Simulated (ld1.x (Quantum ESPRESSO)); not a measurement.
## Ta: TM pseudisation with BP86, scalar-relativistic reference atom.

Input for ld1.x (Quantum ESPRESSO) 7.5:

```
&input
   title='Ta', zed=73., rel=1, dft='BP', iswitch=3,
   config='[Xe] 4f14 5d4 6s1 6p0',
   nld=3, rlderiv=3.10, eminld=-5.0, emaxld=5.0, deld=0.02
 /
 &inputp
   pseudotype=2, tm=.true., lloc=1,
   nlcc=.false.,
   file_pseudopw='Ta.UPF', file_wfcaegen='ae.wfc', file_wfcncgen='nc.wfc', file_beta='beta', file_chi='chi'
 /
3
6S  1  0   1.00   0.00  2.85  2.85  0.0
5D  3  2   4.00   0.00  1.70  1.70  0.0
5P  2  1   6.00   0.00  1.95  1.95  0.0
 &test
   configts(1)='5p6 5d4 6s1 6p0'
 /
```

Command:

```bash
ld1.x < Ta.in > Ta.out
```

Output (shortened: banner, matrices, multipoles, cross overlaps and the repeated all-electron block are left out):

```
Program LD1 v.7.5
     --------------------------- All-electron run ----------------------------

     Ta
     scalar relativistic calculation

     atomic number is 73.00
     dft =BP   lsd =0 sic =0 latt =0  beta=0.20 tr2=1.0E-14
     Exchange-correlation= BP
                           (   1   1   1   1   0   0   0)
     mesh =1273 r(mesh) = 100.43799 a.u. xmin = -7.00 dx = 0.01250
     1 Ry =  13.60569312 eV, c = 137.03599908

     n l     nl                  e(Ry)          e(Ha)          e(eV)
     1 0     1S 1( 2.00)     -4952.2865     -2476.1432    -67379.2900
     2 0     2S 1( 2.00)      -850.7310      -425.3655    -11574.7849
     2 1     2P 1( 6.00)      -745.4640      -372.7320    -10142.5541
     3 0     3S 1( 2.00)      -194.8050       -97.4025     -2650.4573
     3 1     3P 1( 6.00)      -163.4989       -81.7494     -2224.5155
     4 0     4S 1( 2.00)       -39.6229       -19.8114      -539.0964
     4 1     4P 1( 6.00)       -29.3545       -14.6773      -399.3889
     3 2     3D 1(10.00)      -126.9791       -63.4896     -1727.6392
     5 0     5S 1( 2.00)        -5.2523        -2.6261       -71.4607
     5 1     5P 1( 6.00)        -2.7903        -1.3951       -37.9636
     4 2     4D 1(10.00)       -16.2149        -8.1074      -220.6148
     4 3     4F 1(14.00)        -1.7010        -0.8505       -23.1435
     5 2     5D 1( 4.00)        -0.2049        -0.1024        -2.7876
     6 0     6S 1( 1.00)        -0.3771        -0.1886        -5.1311
     6 1     6P 1( 0.00)        -0.0961        -0.0480        -1.3069

     final scf error:  9.1E-15 reached in  29 iterations

     Etot =  -31212.891137 Ry,  -15606.445568 Ha, -424673.018285 eV

     Ekin =   34300.197365 Ry,   17150.098683 Ha,  466677.959413 eV
     Encl =  -77097.061552 Ry,  -38548.530776 Ha,-1048958.960160 eV
     Eh   =   12218.224653 Ry,    6109.112327 Ha,  166237.415143 eV
     Exc  =    -634.251604 Ry,    -317.125802 Ha,   -8629.432681 eV

     normalization and overlap integrals

     s(1S/1S) =  1.000000  <r> =   0.0187  <r2> =    0.0005  r(max) =   0.0116
     s(2S/2S) =  1.000000  <r> =   0.0789  <r2> =    0.0074  r(max) =   0.0670
     s(2P/2P) =  1.000000  <r> =   0.0706  <r2> =    0.0061  r(max) =   0.0549
     s(3S/3S) =  1.000000  <r> =   0.2048  <r2> =    0.0479  r(max) =   0.1891
     s(3P/3P) =  1.000000  <r> =   0.2048  <r2> =    0.0486  r(max) =   0.1868
     s(4S/4S) =  1.000000  <r> =   0.4587  <r2> =    0.2375  r(max) =   0.4262
     s(4P/4P) =  1.000000  <r> =   0.4876  <r2> =    0.2705  r(max) =   0.4480
     s(3D/3D) =  1.000000  <r> =   0.1856  <r2> =    0.0404  r(max) =   0.1529
     s(5S/5S) =  1.000000  <r> =   1.1015  <r2> =    1.3653  r(max) =   0.9847
     s(5P/5P) =  1.000000  <r> =   1.2997  <r2> =    1.9218  r(max) =   1.1298
     s(4D/4D) =  1.000000  <r> =   0.5230  <r2> =    0.3172  r(max) =   0.4593
     s(4F/4F) =  1.000000  <r> =   0.6401  <r2> =    0.5229  r(max) =   0.4424
     s(5D/5D) =  1.000000  <r> =   2.3980  <r2> =    7.2528  r(max) =   1.6234
     s(6S/6S) =  1.000000  <r> =   3.3818  <r2> =   13.0803  r(max) =   2.8138
     s(6P/6P) =  1.000000  <r> =   5.0992  <r2> =   30.5590  r(max) =   4.0432

     ------------------------ End of All-electron run ------------------------

     --------------------- Generating NC pseudopotential ---------------------

      Generating local pot.: lloc=1, matching radius rcloc =   1.9500

      Wfc   6S  rcut= 2.885  Using Troullier-Martins method

      Wfc   5D  rcut= 1.707  Using Troullier-Martins method

     ------------------- End of pseudopotential generation -------------------

     Computing logarithmic derivative in   3.09043
     Message from routine run_pseudo:
     Warning: convergence not achieved
     Computing logarithmic derivative in   3.09043
     Computing the partial wave expansion
     R is outside the sphere for l=    0 j= 0.00
       no projector for channel:   1
     R is outside the sphere for l=    2 j= 0.00

     ---------------------- Testing the pseudopotential ----------------------

     Ta
     scalar relativistic calculation

     atomic number is 73.00   valence charge is 11.00
     dft =BP   lsd =0 sic =0 latt =0  beta=0.20 tr2=1.0E-14
     mesh =1273 r(mesh) = 100.43799 xmin = -7.00 dx = 0.01250

     n l     nl             e AE (Ry)        e PS (Ry)    De AE-PS (Ry)
     2 1     5P   1( 6.00)       -2.79027       -2.79027        0.00000
     3 2     5D   1( 4.00)       -0.20488       -0.20488       -0.00001
     1 0     6S   1( 1.00)       -0.37713       -0.37713        0.00000
     3 1     6P   1( 0.00)       -0.09606       -0.10213        0.00608  !

     eps = 1.0E-11  iter =201

     Etot =  -31212.891137 Ry,  -15606.445568 Ha, -424673.018285 eV
     Etotps =   -75.984955 Ry,     -37.992477 Ha,   -1033.827980 eV

     Ekin =      30.525609 Ry,      15.262805 Ha,     415.322075 eV
     Encl =    -158.242611 Ry,     -79.121305 Ha,   -2153.000401 eV
     Ehrt =      60.977462 Ry,      30.488731 Ha,     829.640629 eV
     Ecxc =      -9.955498 Ry,      -4.977749 Ha,    -135.451455 eV
     Epseu=       0.710083 Ry,       0.355042 Ha,       9.661172 eV

     ---------------------- End of pseudopotential test ----------------------
```

Note: ghost state, extra bound levels that the all-electron valence spectrum of the same l lacks: s at -31.5 eV. A true bound ghost makes a file unfit for plane-wave use.

Generation and configuration tests took about 5.7 s on one core of a shared server CPU.
